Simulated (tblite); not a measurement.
Isomers of C5H10OSi2. Calculated harmonic vibrations of the isolated species, GFN2-xTB (tblite), most abundant isotopes, no scaling. Errors from tens to a few hundred cm⁻¹ against measured bands are possible. Modes of hydrogen on silicon can be 10 to 20 % off. One conformer each.

Electronic energies: GFN2-xTB at the same geometries; isomer energies are rough at this level and their order can be wrong.

| SMILES | electronic energy, lowest = 0 (kcal/mol) |
| --- | --- |
| COC1=C[SiH2]C=C[SiH2]1 | 65.7 |
| CC#C[Si@@H]1CC[SiH2]O1 | 0.0 |
| O=C1CC=C([SiH2][SiH3])C1 | 42.2 |

Q: How do GFN2-xTB zero-point energies change the relative energies?

A: 
```tsv
SMILES	ZPE (kcal/mol)	of it from modes above 1550 cm⁻¹	electronic (kcal/mol)	with ZPE, lowest = 0 (kcal/mol)	lowest mode (cm⁻¹)	rings
CC#C[Si@@H]1CC[SiH2]O1	82.2	43.0	0.0	0.0	16	1
O=C1CC=C([SiH2][SiH3])C1	78.3	42.2	42.2	38.4	22	1
COC1=C[SiH2]C=C[SiH2]1	79.7	42.7	65.7	63.2	32	1
```

The zero-point energies span 3.9 kcal/mol, from `O=C1CC=C([SiH2][SiH3])C1` to `CC#C[Si@@H]1CC[SiH2]O1`. The order is unchanged.
